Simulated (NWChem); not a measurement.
System: chlorobenzene (C$_{6}$H$_{5}$Cl); SMILES c1cccc(Cl)c1

Here is an NWChem input.

```
start job
memory heap 200 mb stack 900 mb global 1100 mb
geometry units angstroms noautosym nocenter noautoz
  Cl     0.000000     0.000000    -2.250949
  C      0.000000     0.000000    -0.516681
  C      0.000000     1.213818     0.169958
  C      0.000000     1.205742     1.563497
  C      0.000000     0.000000     2.263872
  C      0.000000    -1.205742     1.563497
  C      0.000000    -1.213818     0.169958
  H      0.000000     2.151099    -0.389149
  H      0.000000     2.155101     2.104678
  H      0.000000     0.000000     3.356153
  H      0.000000    -2.155101     2.104678
  H      0.000000    -2.151099    -0.389149
end
basis spherical
  * library pcsseg-1
end
dft
  xc kt2
  iterations 150
end
property
  shielding 8 1 2 3 4 5 8 9 10
end
task dft property
```

NWChem printed, in part:

```
             Northwest Computational Chemistry Package (NWChem) 7.3.0
             --------------------------------------------------------

                             Geometry "geometry" -> ""
                             -------------------------

 Output coordinates in angstroms (scale by  1.889725989 to convert to a.u.)

  No.       Tag          Charge          X              Y              Z
 ---- ---------------- ---------- -------------- -------------- --------------
    1 Cl                  17.0000     0.00000000     0.00000000    -2.25094900
    2 C                    6.0000     0.00000000     0.00000000    -0.51668100
    3 C                    6.0000     0.00000000     1.21381800     0.16995800
    4 C                    6.0000     0.00000000     1.20574200     1.56349700
    5 C                    6.0000     0.00000000     0.00000000     2.26387200
    6 C                    6.0000     0.00000000    -1.20574200     1.56349700
    7 C                    6.0000     0.00000000    -1.21381800     0.16995800
    8 H                    1.0000     0.00000000     2.15109900    -0.38914900
    9 H                    1.0000     0.00000000     2.15510100     2.10467800
   10 H                    1.0000     0.00000000     0.00000000     3.35615300
   11 H                    1.0000     0.00000000    -2.15510100     2.10467800
   12 H                    1.0000     0.00000000    -2.15109900    -0.38914900

 Effective nuclear repulsion energy (a.u.)     315.5760294670

                              NWChem Property Module
                              ----------------------

  itol2e modified to match energy
  convergence criterion.

                                 NWChem DFT Module
                                 -----------------

 Summary of "ao basis" -> "ao basis" (spherical)
 ------------------------------------------------------------------------------
       Tag                 Description            Shells   Functions and Types
 ---------------- ------------------------------  ------  ---------------------
 Cl                         pcsseg-1                10       24   4s5p1d
 C                          pcsseg-1                 7       17   3s3p1d
 H                          pcsseg-1                 3        5   2s1p

  itol2e modified to match energy
  convergence criterion.

            General Information
            -------------------
          SCF calculation type: DFT
          Wavefunction type:  closed shell.
          No. of atoms     :    12
          No. of electrons :    58
           Alpha electrons :    29
            Beta electrons :    29
          Charge           :     0
          Spin multiplicity:     1
          Use of symmetry is: off; symmetry adaption is: off
          Maximum number of iterations: 150
          AO basis - number of functions:   151
                     number of shells:    67
          Convergence on energy requested:  1.00D-07
          Convergence on density requested:  1.00D-05
          Convergence on gradient requested:  5.00D-04

              XC Information
              --------------
                          KT2 Method XC Functional
                        Slater Exchange Functional  1.072 local
                           KT1 gradient correction  1.000 non-local
            Perdew 1991 LDA Correlation Functional  0.577 local

             Grid Information
             ----------------
          Grid used for XC integration:  fine
          Radial quadrature: Mura-Knowles
          Angular quadrature: Lebedev.
          Tag              B.-S. Rad. Rad. Pts. Rad. Cut. Ang. Pts.
          ---              ---------- --------- --------- ---------
          Cl                  1.00      123          14.0       770
          C                   0.70       70          11.0       590
          H                   0.35       60          13.0       590
          Grid pruning is: on
          Number of quadrature shells:   843
          Spatial weights used:  Erf1

      Superposition of Atomic Density Guess
      -------------------------------------

 Sum of atomic energies:        -687.85660862

      Non-variational initial energy
      ------------------------------

 Total energy =    -692.380166
 1-e energy   =   -1566.716214
 2-e energy   =     558.760019
 HOMO         =      -0.283110
 LUMO         =      -0.018227

   convergence    iter        energy       DeltaE   RMS-Dens  Diis-err
 ---------------- ----- ----------------- --------- --------- ---------
 d= 0,ls=0.0,diis     1   -699.3223537597 -1.01D+03  7.53D-03  9.03D-01
 d= 0,ls=0.0,diis     2   -699.2861761077  3.62D-02  7.69D-03  7.86D-01
 d= 0,ls=0.0,diis     3   -699.3192002651 -3.30D-02  4.03D-03  4.61D-01
 d= 0,ls=0.0,diis     4   -699.3819877494 -6.28D-02  1.02D-03  2.48D-02
 d= 0,ls=0.0,diis     5   -699.3854129730 -3.43D-03  2.70D-04  3.36D-03
  Resetting Diis
 d= 0,ls=0.0,diis     6   -699.3858445050 -4.32D-04  7.56D-05  4.87D-05
 d= 0,ls=0.0,diis     7   -699.3858503233 -5.82D-06  4.37D-05  6.73D-06
 d= 0,ls=0.0,diis     8   -699.3858487796  1.54D-06  2.63D-05  1.74D-05
 d= 0,ls=0.0,diis     9   -699.3858512301 -2.45D-06  2.54D-06  1.44D-07
 d= 0,ls=0.0,diis    10   -699.3858512476 -1.76D-08  4.93D-07  5.91D-09

         Total DFT energy =     -699.385851247625
      One electron energy =    -1572.920492923644
           Coulomb energy =      628.327098401354
    Exchange-Corr. energy =      -70.368486192330
 Nuclear repulsion energy =      315.576029466995

 Numeric. integr. density =       58.000015552511

                       DFT Final Molecular Orbital Analysis
                       ------------------------------------

 Vector   27  Occ=2.000000D+00  E=-2.819113D-01
              MO Center=  1.5D-09, -4.6D-09, -1.9D+00, r^2= 2.3D+00
   Bfn.  Coefficient  Atom+Function         Bfn.  Coefficient  Atom+Function
  ----- ------------  ---------------      ----- ------------  ---------------
    15      0.553289   1 Cl py               18      0.461938   1 Cl py
     6     -0.144031   1 Cl py                9     -0.141999   1 Cl py
    44     -0.140402   3 C  s               112      0.140402   7 C  s
    32     -0.098856   2 C  py               12      0.076385   1 Cl py
    50      0.075066   3 C  pz              118     -0.075066   7 C  pz

 Vector   28  Occ=2.000000D+00  E=-2.461413D-01
              MO Center= -1.9D-10,  4.2D-08,  8.5D-01, r^2= 3.1D+00
   Bfn.  Coefficient  Atom+Function         Bfn.  Coefficient  Atom+Function
  ----- ------------  ---------------      ----- ------------  ---------------
    48      0.239289   3 C  px              116     -0.239289   7 C  px
    65      0.234870   4 C  px               99     -0.234870   6 C  px
    51      0.207516   3 C  px              119     -0.207516   7 C  px
    68      0.199609   4 C  px              102     -0.199609   6 C  px
    45      0.109205   3 C  px              113     -0.109205   7 C  px

 Vector   29  Occ=2.000000D+00  E=-2.269939D-01
              MO Center=  1.2D-09, -8.5D-09,  2.7D-02, r^2= 4.5D+00
   Bfn.  Coefficient  Atom+Function         Bfn.  Coefficient  Atom+Function
  ----- ------------  ---------------      ----- ------------  ---------------
    14      0.319697   1 Cl px               17      0.307633   1 Cl px
    82      0.239109   5 C  px               31     -0.236690   2 C  px
    85      0.220112   5 C  px               34     -0.196515   2 C  px
    48     -0.152581   3 C  px              116     -0.152581   7 C  px
    51     -0.131904   3 C  px              119     -0.131904   7 C  px

 Vector   30  Occ=0.000000D+00  E=-5.394486D-02
              MO Center=  6.1D-11, -1.9D-08,  8.8D-01, r^2= 3.6D+00
   Bfn.  Coefficient  Atom+Function         Bfn.  Coefficient  Atom+Function
  ----- ------------  ---------------      ----- ------------  ---------------
    68     -0.466652   4 C  px              102      0.466652   6 C  px
    51      0.462039   3 C  px              119     -0.462039   7 C  px
    65     -0.253621   4 C  px               99      0.253621   6 C  px
    48      0.248277   3 C  px              116     -0.248277   7 C  px
    62     -0.119920   4 C  px               96      0.119920   6 C  px

 Vector   31  Occ=0.000000D+00  E=-5.182588D-02
              MO Center=  2.3D-09,  1.5D-08,  7.4D-01, r^2= 3.9D+00
   Bfn.  Coefficient  Atom+Function         Bfn.  Coefficient  Atom+Function
  ----- ------------  ---------------      ----- ------------  ---------------
    34      0.556455   2 C  px               85      0.518161   5 C  px
    31      0.316607   2 C  px               51     -0.283741   3 C  px
    82      0.283111   5 C  px              119     -0.283741   7 C  px
    68     -0.251298   4 C  px              102     -0.251298   6 C  px
    17     -0.205836   1 Cl px               28      0.146015   2 C  px

[...]

          -----------------------------------------
          Chemical Shielding Tensors (GIAO, in ppm)
          -----------------------------------------

                                NWChem CPHF Module
                                ------------------

  scftype          =     RHF
  nclosed          =       29
  nopen            =        0
  variables        =     3538
  # of vectors     =        3
  tolerance        = 0.10D-03
  level shift      = 0.00D+00
  max iterations   =       50
  max subspace     =       30

 SCF residual:    3.2025695837553944E-005

Iterative solution of linear equations
  No. of variables     3538
  No. of equations        3
  Maximum subspace       30
        Iterations       50
       Convergence  1.0D-04

   iter   nsub   residual    time
   ----  ------  --------  ---------
     1      3    1.30D-05     121.4

      Atom:    1  Cl
        Diamagnetic
   1144.0022     -0.0000     -0.0000
     -0.0000   1144.2369     -0.0000
     -0.0000     -0.0000   1158.7105

        Paramagnetic
   -593.4803     -0.0000     -0.0000
     -0.0000   -612.6721     -0.0000
     -0.0000     -0.0000   -169.1335

        Total Shielding Tensor
    550.5219     -0.0000     -0.0000
     -0.0000    531.5648     -0.0000
     -0.0000     -0.0000    989.5770

           isotropic =     690.5546
          anisotropy =     448.5337

          Principal Components and Axis System
                 1           2           3
              989.5770    550.5219    531.5648

      1        -0.0000      1.0000      0.0000
      2        -0.0000     -0.0000      1.0000
      3         1.0000      0.0000      0.0000

      Atom:    2  C
        Diamagnetic
    240.6954      0.0000      0.0000
      0.0000    259.9424     -0.0000
      0.0000     -0.0000    275.7536

        Paramagnetic
   -122.0427     -0.0000     -0.0000
     -0.0000   -197.4006      0.0000
     -0.0000      0.0000   -317.9158

        Total Shielding Tensor
    118.6527     -0.0000     -0.0000
     -0.0000     62.5418     -0.0000
     -0.0000     -0.0000    -42.1622

           isotropic =      46.3441
          anisotropy =     108.4629

          Principal Components and Axis System
                 1           2           3
              118.6527     62.5418    -42.1622

      1         1.0000      0.0000      0.0000
      2        -0.0000      1.0000      0.0000
      3        -0.0000     -0.0000      1.0000

      Atom:    3  C
        Diamagnetic
    231.6623     -0.0000      0.0000
     -0.0000    257.4082      8.2661
      0.0000      8.2661    264.9350

        Paramagnetic
    -80.4908      0.0000     -0.0000
      0.0000   -265.8897     30.5313
     -0.0000     30.5313   -232.0445

        Total Shielding Tensor
    151.1715      0.0000     -0.0000
      0.0000     -8.4814     38.7975
     -0.0000     38.7975     32.8905

           isotropic =      58.5268
          anisotropy =     138.9669

          Principal Components and Axis System
                 1           2           3
              151.1715     56.1721    -31.7631

      1         1.0000     -0.0000     -0.0000
      2         0.0000      0.5145      0.8575
      3        -0.0000      0.8575     -0.5145

      Atom:    4  C
        Diamagnetic
    236.5670     -0.0000     -0.0000
     -0.0000    259.3846     -4.9992
     -0.0000     -4.9992    266.1085

        Paramagnetic
    -69.3804      0.0000      0.0000
      0.0000   -276.2550    -34.5643
      0.0000    -34.5643   -239.9524

        Total Shielding Tensor
    167.1866      0.0000      0.0000
      0.0000    -16.8705    -39.5636
      0.0000    -39.5636     26.1560

           isotropic =      58.8241
          anisotropy =     162.5439

          Principal Components and Axis System
                 1           2           3
              167.1866     49.6771    -40.3916

      1         1.0000      0.0000     -0.0000
      2         0.0000     -0.5110      0.8596
      3        -0.0000      0.8596      0.5110

      Atom:    5  C
        Diamagnetic
    235.8635     -0.0000     -0.0000
     -0.0000    267.7205      0.0000
     -0.0000      0.0000    257.2685

        Paramagnetic
    -61.6104     -0.0000      0.0000
     -0.0000   -216.5896     -0.0000
      0.0000     -0.0000   -294.5331

        Total Shielding Tensor
    174.2531     -0.0000      0.0000
     -0.0000     51.1309     -0.0000
      0.0000     -0.0000    -37.2647

           isotropic =      62.7064
          anisotropy =     167.3199

          Principal Components and Axis System
                 1           2           3
              174.2531     51.1309    -37.2647

      1         1.0000      0.0000     -0.0000
      2        -0.0000      1.0000      0.0000
      3         0.0000     -0.0000      1.0000

      Atom:    6  H
        Diamagnetic
     20.2242     -0.0000      0.0000
     -0.0000     38.5272     -4.0936
      0.0000     -4.0936     30.3920

        Paramagnetic
     -0.2255     -0.0000     -0.0000
     -0.0000    -12.7148      6.4008
     -0.0000      6.4008     -4.0307

        Total Shielding Tensor
     19.9987     -0.0000     -0.0000
     -0.0000     25.8123      2.3072
     -0.0000      2.3072     26.3613

           isotropic =      24.0574
          anisotropy =       6.5293

          Principal Components and Axis System
                 1           2           3
               28.4103     23.7633     19.9987

      1        -0.0000     -0.0000      1.0000
      2         0.6640      0.7477      0.0000
      3         0.7477     -0.6640      0.0000

      Atom:    7  H
        Diamagnetic
     21.6579     -0.0000     -0.0000
     -0.0000     38.1306      7.1435
     -0.0000      7.1435     31.2171

        Paramagnetic
     -0.9083      0.0000      0.0000
      0.0000    -12.9506     -7.5321
      0.0000     -7.5321     -4.8494

        Total Shielding Tensor
     20.7496      0.0000      0.0000
      0.0000     25.1800     -0.3886
      0.0000     -0.3886     26.3676

           isotropic =      24.0991
          anisotropy =       3.5766

          Principal Components and Axis System
                 1           2           3
               26.4835     25.0642     20.7496

      1         0.0000      0.0000      1.0000
      2        -0.2857      0.9583     -0.0000
      3         0.9583      0.2857     -0.0000

      Atom:    8  H
        Diamagnetic
     21.9511     -0.0000     -0.0000
     -0.0000     26.6878      0.0000
     -0.0000      0.0000     42.7685

        Paramagnetic
     -0.7486     -0.0000     -0.0000
     -0.0000     -0.4315     -0.0000
     -0.0000     -0.0000    -17.5526

        Total Shielding Tensor
     21.2026     -0.0000     -0.0000
     -0.0000     26.2563     -0.0000
     -0.0000     -0.0000     25.2160

           isotropic =      24.2250
          anisotropy =       3.0471

          Principal Components and Axis System
                 1           2           3
               26.2563     25.2160     21.2026

      1        -0.0000     -0.0000      1.0000
      2         1.0000      0.0000      0.0000
      3        -0.0000      1.0000      0.0000
```

Level: KT2/pcSseg-1, GIAO. Coordinates come from a PBE0/def2-SVP optimisation. The output numbers the shielded atoms by their place in the input's list. The printed shielding anisotropy is the first printed principal value minus the mean of the other two.
